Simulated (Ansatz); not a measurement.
A run for Ansatz (a first-principles code): R-CCSD(T)/aug-cc-pV(D+d)Z on H2O (SMILES O). The basis file is the Basis Set Exchange's JSON of that set.

Ansatz 0.2 input:
```yaml
crystal:
  periodic: [false, false, false]
  atoms:
    - {symbol: O, position_ang: [-0.00000000, 0.00000000, 0.38961139]}
    - {symbol: H, position_ang: [0.00000000, 0.76498632, -0.19485569]}
    - {symbol: H, position_ang: [0.00000000, -0.76498632, -0.19485569]}
basis:
  gaussian:
    orbitals: aug-cc-pV_D+d_Z.json
magnetization: {spin_polarized: false}
correlation: {method: ccsd_t, electrons: outside_noble_gas}
scf: {lower_state_search: off}
```

Task: Predict the final total energy.

Result: -76.2738 hartree (reference determinant -76.0411, T1 diagnostic 0.012).
